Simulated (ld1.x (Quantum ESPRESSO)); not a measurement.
**Which change was made? (Se, TM)**

selenium (Se), norm-conserving Troullier–Martins (Kleinman–Bylander form), made with ld1.x (Quantum ESPRESSO) 7.5 (PBEsol, fully relativistic). Core [Ar] 3d10, reference 4s2 4p2.5 (charge +1.5). Waves: 4s (bound): rc 1.60 bohr; 4p (bound): rc 1.70 bohr; 4d channel at 0.05 Ry: rc 1.30 bohr. Local part: all-electron potential smoothed inside 1.60 bohr (lloc = -2). Core correction: none.

Open shells are filled in proportion to 2j + 1 (rel_dist='average').

Cutoffs, loose and tight: the cutoffs (Ry, on a coarse ladder) from which the occupation-weighted sum of valence levels, in a spherical-Bessel basis at the reference potential, stays within 10 and 1 mRy of its value at 400 Ry. They do not see the model core or the augmentation charge, which bear on the density cutoff. Test errors are all-electron minus pseudo excitation energies from the reference, over the configurations 4s2 4p4; 4s2 4p3; 4s2 4p2; 4s2 4p4.3; 4s2 4p0; 4s2 4p1; 4s2 4p3.5; variants that change the core or the reference have their own tests. The largest error is taken over the tests solved by every variant that gives reliable tests at all, those not shown here included: 4s2 4p1; 4s2 4p2; 4s2 4p3; 4s2 4p3.5; 4s2 4p4.

The base gives: outcome: generated; cutoff, loose: 40 Ry; cutoff, tight: 55 Ry; bound ghosts: d3/2, d5/2; largest test error (meV): -1.2.

(1) After one change the result is: outcome: generated; cutoff, loose: 40 Ry; cutoff, tight: 55 Ry; bound ghosts: d3/2, d5/2; largest test error (meV): +9.9. Which change was it?
A. functional PW91
B. wave 4p (bound): rc 1.70 bohr becomes 4p (bound): rc 1.96 bohr
C. core correction a·sin(br)/r model core inside 1.42 bohr
D. local potential all-electron potential smoothed inside 0.90 bohr (lloc = -2)

Answers

(1) A. The others give: local potential all-electron potential smoothed inside 0.90 bohr (lloc = -2) → outcome: generated; cutoff, loose: 40 Ry; cutoff, tight: 55 Ry; bound ghosts: d3/2, d5/2, s; largest test error (meV): -25 | wave 4p (bound): rc 1.70 bohr becomes 4p (bound): rc 1.96 bohr → outcome: generated; cutoff, loose: 40 Ry; cutoff, tight: 55 Ry; bound ghosts: d3/2, d5/2; largest test error (meV): -4.1 | core correction a·sin(br)/r model core inside 1.42 bohr → outcome: generated; cutoff, loose: 40 Ry; cutoff, tight: 55 Ry; bound ghosts: d3/2, d5/2; largest test error (meV): -21.
